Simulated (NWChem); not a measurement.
The numbers come from NWChem runs, not from measurements. System: Sn, charge 0, spin multiplicity 3. Its SCF solution wasn't tested for a lower state. Level: UHF/def2-TZVP with def2 effective core potentials on Sn.

Output (cleaned and shortened):

```
             Northwest Computational Chemistry Package (NWChem) 7.3.0
             --------------------------------------------------------

                                NWChem Input Module
                                -------------------

 Scaling coordinates for geometry "geometry" by  1.889725989
 (inverse scale =  0.529177249)

                             Geometry "geometry" -> ""
                             -------------------------

 Output coordinates in angstroms (scale by  1.889725989 to convert to a.u.)

  No.       Tag          Charge          X              Y              Z
 ---- ---------------- ---------- -------------- -------------- --------------
    1 Sn                  50.0000     0.00000000     0.00000000     0.00000000

 Effective nuclear repulsion energy (a.u.)       0.0000000000

            Nuclear Dipole moment (a.u.)
            ----------------------------
        X                 Y               Z
 ---------------- ---------------- ----------------
     0.0000000000     0.0000000000     0.0000000000

      Symmetry information
      --------------------

 Group name             D2h
 Group number             26
 Group order               8
 No. of unique centers     1

      Symmetry unique atoms

     1


 Summary of "ao basis" -> "" (spherical)
 ------------------------------------------------------------------------------
       Tag                 Description            Shells   Functions and Types
 ---------------- ------------------------------  ------  ---------------------
 *                         def2-tzvp                  on all atoms

 Summary of "ao basis" -> "ao basis" (spherical)
 ------------------------------------------------------------------------------
       Tag                 Description            Shells   Functions and Types
 ---------------- ------------------------------  ------  ---------------------
 Sn                        def2-tzvp                16       50   6s5p3d2f

                                 NWChem SCF Module
                                 -----------------

  ao basis        = "ao basis"
  functions       =    50
  atoms           =     1
  alpha electrons =    12
  beta  electrons =    10
  charge          =   0.00
  wavefunction    = UHF
  use symmetry    = T
  symmetry adapt  = T

 Summary of "ao basis" -> "ao basis" (spherical)
 ------------------------------------------------------------------------------
       Tag                 Description            Shells   Functions and Types
[...]
  ----- ------------  ---------------      ----- ------------  ---------------
    26      0.910019  1 Sn d  2              31      0.155907  1 Sn d  2

 Vector   10  Occ=1.000000D+00  E=-4.418003D-01  Symmetry=ag
              MO Center=  9.8D-18,  1.1D-17,  1.1D-15, r^2= 1.9D+00
   Bfn.  Coefficient  Atom+Function         Bfn.  Coefficient  Atom+Function
  ----- ------------  ---------------      ----- ------------  ---------------
     5      0.740804  1 Sn s                  2      0.581313  1 Sn s
     6      0.487956  1 Sn s                  3     -0.463548  1 Sn s
     1     -0.366934  1 Sn s                  4     -0.345941  1 Sn s

 Vector   11  Occ=0.000000D+00  E= 5.770386D-03  Symmetry=b1u
              MO Center=  5.5D-19, -9.8D-18,  2.4D-15, r^2= 5.2D+00
   Bfn.  Coefficient  Atom+Function         Bfn.  Coefficient  Atom+Function
  ----- ------------  ---------------      ----- ------------  ---------------
    21      0.671828  1 Sn pz                12     -0.269590  1 Sn pz
    18      0.257426  1 Sn pz                15      0.237193  1 Sn pz

 Vector   12  Occ=0.000000D+00  E= 4.117643D-02  Symmetry=b2u
              MO Center= -3.9D-32, -3.1D-20,  4.1D-31, r^2= 5.9D+00
   Bfn.  Coefficient  Atom+Function         Bfn.  Coefficient  Atom+Function
  ----- ------------  ---------------      ----- ------------  ---------------
    20      0.803201  1 Sn py                11     -0.246346  1 Sn py
    14      0.242507  1 Sn py

 Vector   13  Occ=0.000000D+00  E= 4.117643D-02  Symmetry=b3u
              MO Center= -4.6D-20,  4.4D-32,  3.9D-31, r^2= 5.9D+00
   Bfn.  Coefficient  Atom+Function         Bfn.  Coefficient  Atom+Function
  ----- ------------  ---------------      ----- ------------  ---------------
    19      0.803201  1 Sn px                10     -0.246346  1 Sn px
    13      0.242507  1 Sn px

 center of mass
 --------------
 x =   0.00000000 y =   0.00000000 z =   0.00000000

 moments of inertia (a.u.)
 ------------------
           0.000000000000           0.000000000000           0.000000000000
           0.000000000000           0.000000000000           0.000000000000
           0.000000000000           0.000000000000           0.000000000000

  Mulliken analysis of the total density
  --------------------------------------

    Atom       Charge   Shell Charges
 -----------   ------   -------------------------------------------------------
    1 Sn  22    22.00   0.29 -0.78  1.54  0.94  1.09  0.90 -0.40  6.36  0.45  1.12  0.48  8.94  1.03  0.03  0.00  0.00

  Mulliken analysis of the alpha density
  --------------------------------------

    Atom       Charge   Shell Charges
 -----------   ------   -------------------------------------------------------
    1 Sn  22    12.00   0.14 -0.39  0.77  0.47  0.53  0.47 -0.20  3.19  0.42  1.12  0.48  4.45  0.53  0.02  0.00  0.00

   Mulliken analysis of the beta density
   -------------------------------------

    Atom       Charge   Shell Charges
 -----------   ------   -------------------------------------------------------
    1 Sn  22    10.00   0.14 -0.39  0.77  0.47  0.56  0.43 -0.19  3.17  0.03 -0.00  0.00  4.49  0.50  0.01  0.00  0.00

   Mulliken analysis of the spin density
   -------------------------------------

    Atom       Charge   Shell Charges
 -----------   ------   -------------------------------------------------------
    1 Sn  22     2.00  -0.00  0.00 -0.00 -0.00 -0.04  0.04 -0.01  0.02  0.40  1.12  0.48 -0.05  0.04  0.01  0.00 -0.00

       Multipole analysis of the density wrt the origin
       ------------------------------------------------

     L   x y z        total         alpha         beta         nuclear
     -   - - -        -----         -----         ----         -------
     0   0 0 0      0.000000    -12.000000    -10.000000     22.000000

     1   1 0 0     -0.000000     -0.000000      0.000000      0.000000
     1   0 1 0      0.000000      0.000000      0.000000      0.000000
     1   0 0 1     -0.000000     -0.000000     -0.000000      0.000000

     2   2 0 0    -21.236381    -15.603994     -5.632387      0.000000
     2   1 1 0      0.000000     -0.000000      0.000000      0.000000
     2   1 0 1      0.000000      0.000000      0.000000      0.000000
     2   0 2 0    -21.236381    -15.603994     -5.632387      0.000000
     2   0 1 1     -0.000000     -0.000000      0.000000      0.000000
     2   0 0 2    -16.384117    -10.388004     -5.996113      0.000000

 Task  times  cpu:        0.3s     wall:        0.3s

 Total times  cpu:        0.3s     wall:        0.3s
```

Write an NWChem input that would produce this output.

One answer among several that fit: 
```
start mol
memory heap 200 mb stack 900 mb global 1100 mb
geometry units angstroms nocenter noautoz
  Sn     0.000000     0.000000     0.000000
  symmetry group D2h
end
basis spherical
  * library def2-tzvp
end
ecp
  Sn library def2-ecp
end
scf
  uhf
  nopen 2
  maxiter 100
  thresh 1e-7
  semidirect memsize 60000000 filesize 0
  # guess.movecs holds the orbitals of an unrestricted PBE0 run
  vectors input guess.movecs output mol.movecs
end
task scf energy
```
